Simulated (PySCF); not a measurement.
## NdN: energy against distance

Set-up: PySCF, spin-free X2C with a Gaussian nucleus, basis sets Nd x2c-TZVPall, N x2c-TZVPall. Energies in eV from Nd (4f4 6s2) + N in their ground configurations at the same level. State: quartet, about 3.4 electrons in the 4f shell (Mulliken), real f orbitals that mix terms.

```json
{"R (Å)": "1.490", "r²SCAN": "-2.746"}
{"R (Å)": "1.559", "r²SCAN": "-3.763"}
{"R (Å)": "1.628", "r²SCAN": "-4.344"}
{"R (Å)": "1.680", "r²SCAN": "-4.568"}
{"R (Å)": "1.732", "r²SCAN": "-4.653"}
{"R (Å)": "1.784", "r²SCAN": "-4.629"}
{"R (Å)": "1.853", "r²SCAN": "-4.472"}
{"R (Å)": "1.940", "r²SCAN": "-4.139"}
{"R (Å)": "2.044", "r²SCAN": "-3.643"}
{"R (Å)": "2.182", "r²SCAN": "-3.032"}
```

Question: Put a parabola through the three lowest points of the r²SCAN curve and estimate Re, k and ωe (reduced mass 12.75 u; 1 eV/Å² = 0.16022 mdyn/Å; ωe = 1302.8·√(k/μ) cm⁻¹).

Answer: Through R = 1.68, 1.732, 1.784 Å the second-order coefficient is 20.2 eV/Å², so Re ≈ 1.747 Å, k ≈ 6.46 mdyn/Å and ωe ≈ 927 cm⁻¹. A polynomial fit of higher order to the unrounded r²SCAN energies gives Re = 1.745 Å, k = 6.03 mdyn/Å, ωe = 896 cm⁻¹; anharmonicity and rounding make the difference.

The higher-order fit for each curve: r²SCAN: Re = 1.745 Å, ωe = 896 cm⁻¹, De = 4.66 eV.

⟨S²⟩ of the unrestricted solution departs from its pure value on part of the curve, where spin states mix. Spin–orbit coupling is left out, which matters for elements this heavy, above all for dissociation energies. The state is the lowest single determinant that the PBE0 search found; with open d or f shells the true ground state can be another one.
